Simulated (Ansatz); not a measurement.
Isolated molecules relaxed with PBE0-D4/def2-TZVP in Ansatz; ΔE leaves out vibrations. CCSD(T)/CBS is the MP2 limit (def2-TZVPP, def2-QZVPP) plus CCSD(T) − MP2 in def2-TZVPP, frozen cores. DFT in def2-TZVPP. B3LYP here is the variant with VWN-RPA as its local correlation; programs differ in this. Elements past krypton have def2 core potentials. For Ge, Nb outer-core shells are correlated without core-valence functions, which leaves a few kJ/mol of doubt a bond. Scalar relativity is left out up to krypton. Each species was taken in one conformer, which may not be the lowest.

Consider the substitution at a C–O bond: `C[O][Ge]([OH])([Cl])[Cl]` + `[CH3][Nb](=[NH])([NH2])[F]` → `C[N]=[Nb]([CH3])([NH2])[F]` + `[OH][Ge]([OH])([Cl])[Cl]`.

`C[O][Ge]([OH])([Cl])[Cl]`:

Z-matrix (Å, degrees):
```
C
O 1 1.417
H 1 1.094 2 111.5
H 1 1.094 2 111.5 3 122.2
H 1 1.090 2 107.2 3 -118.9
Ge 2 1.748 1 121.1 3 -61.5
Cl 6 2.126 2 111.0 1 59.5
O 6 1.744 2 106.4 1 179.9
Cl 6 2.126 2 111.1 1 -60.0
H 8 0.963 6 110.7 2 -1.1
```

`[CH3][Nb](=[NH])([NH2])[F]`:

Cartesian coordinates in Å:
```
C -1.042 0.757 1.064
Nb 0.564 0.264 -0.291
N 1.664 -0.673 0.686
N -0.172 -1.006 -1.590
F 1.273 1.865 -1.003
H -1.466 -0.126 1.546
H -0.661 1.421 1.848
H -1.840 1.281 0.525
H 2.417 -1.068 1.227
H -0.774 -0.724 -2.353
H 0.038 -1.990 -1.658
```

`C[N]=[Nb]([CH3])([NH2])[F]`:

```xyz
14

C     0.065   -2.402    0.574
N     0.235   -1.009    0.365
Nb    0.635    0.660    0.063
C    -0.420    1.087   -1.777
N    -0.271    1.647    1.503
F     2.490    0.980   -0.172
H    -0.695   -2.805   -0.104
H     0.998   -2.951    0.406
H    -0.263   -2.601    1.601
H    -0.315    2.148   -2.037
H     0.012    0.491   -2.589
H    -1.484    0.849   -1.715
H    -0.844    1.265    2.239
H    -0.145    2.641    1.645
```

`[OH][Ge]([OH])([Cl])[Cl]`:

Cartesian coordinates in Å:
```
O -1.416 0.465 0.023
Ge 0.289 0.098 -0.134
O 0.444 -1.636 -0.226
Cl 1.141 0.891 -1.901
Cl 1.329 0.919 1.538
H -1.585 1.346 0.368
H -0.202 -2.082 0.332
```

Task: Is it downhill or uphill in electronic energy at CCSD(T)/CBS, and by how much? (An estimate is asked.)

Result: The calculation gave: Downhill: ΔE = -0.43 eV.

Task: What do these levels give: PBE0-D4, B3LYP-D4, PBE, SCS-MP2/def2-QZVPP, HF/CBS(def2), CCSD/CBS(def2)? (Estimate.)

Result: Ansatz gave: PBE0-D4 -0.46, B3LYP-D4 -0.41, PBE -0.48, SCS-MP2/def2-QZVPP -0.50, HF/CBS(def2) -0.34, CCSD/CBS(def2) -0.42 eV.

Largest T1 diagnostic among the species: 0.020, so the coupled-cluster value is less sure than usual.

In def2-TZVPP, CCSD(T) changes the Hartree–Fock value by −0.09 eV (the triples alone add −0.01 eV) and MP2 by −0.21 eV.
